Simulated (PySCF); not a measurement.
Species: C6H9NSi.
SMILES: `C#C[SiH2]/N=C/C=C\C`

Method: PySCF 2.14.0, density-fitted response routines, TDDFT CAM-B3LYP/def2-SVPD, vertical, gas phase, core orbitals frozen in the response. Geometry: PBE0-D3(BJ)/def2-SVP, one conformer, isolated molecule. Torsions of this conformer, `[CH:1]#[C:2][SiH2:3]/[N:4]=[CH:5]/[CH:6]=[CH:7]\[CH3:8]`: C2–Si3–N4–C5 -121°, N4–C5–C6–C7 5°.

Computed states:

| state | E (eV) | f |
| --- | --- | --- |
| S1 | 3.69 | 0.0001 |
| S2 | 5.26 | 0.467 |
| S3 | 5.88 | 0.0007 |
| S4 | 6.18 | 0.0045 |
| S5 | 6.25 | 0.0005 |
| S6 | 6.37 | 0.039 |
| S7 | 6.69 | 0.0029 |
| S8 | 6.87 | 0.015 |
| S9 | 6.89 | 0.0081 |
| S10 | 6.97 | 0.0043 |

Each state is given a Gaussian of 0.3 eV full width at half maximum, with ε(max) = 2.175×10⁸ f / Δν̃ (Δν̃ the width in cm⁻¹). The width is an assumption, not a result. The curve ends short of the highest state used, and states not computed would add to its high-energy end.

Question: Give the broadened spectrum and its maxima.

Answer: 
```
E (eV)  ε (L mol⁻¹ cm⁻¹)
  3.24                 0
  3.37                 0
  3.51                 3
  3.64                 7
  3.78                 5
  3.92                 1
  4.05                 0
  4.19                 0
  4.33                 0
  4.46                 0
  4.60                 0
  4.73                 7
  4.87               365
  5.01              5894
  5.14             26443
  5.28             41553
  5.41             21443
  5.55              3284
  5.69               169
  5.82                63
  5.96               162
  6.10               735
  6.23              2343
  6.37              3703
```

Maxima: 336 nm (3.69 eV), ε about 7.2, made up of S1 (100%); 236 nm (5.26 eV), ε about 42000, made up of S2 (100%); 195 nm (6.36 eV), ε about 3700, made up of S6 (95%) (ε in L mol⁻¹ cm⁻¹; maxima over ε = 5, shares over 10%).

Question: On this curve, what absorbance would a 10⁻⁴ mol/L sample give at 222 nm over a 1 cm path?

Answer: 222 nm is 5.585 eV, where ε is about 1700 L mol⁻¹ cm⁻¹, so A = ε c l ≈ 0.17 (Beer–Lambert, with the gas-phase spectrum and the assumed width).

Question: What would ε be at 5.26 eV, the highest of these maxima, with half the width (0.15 eV)?

Answer: About 83800 L mol⁻¹ cm⁻¹ against 42000, a factor of about 2.00; a lone state at its own centre would give exactly 2.

Question: Coming from long wavelengths, where does ε first pass 100 L mol⁻¹ cm⁻¹?

Answer: At about 257 nm (4.82 eV), 1.13 eV above S1.

The vertical ionisation energy (ΔSCF) is 8.87 eV, 1.90 eV above S10.
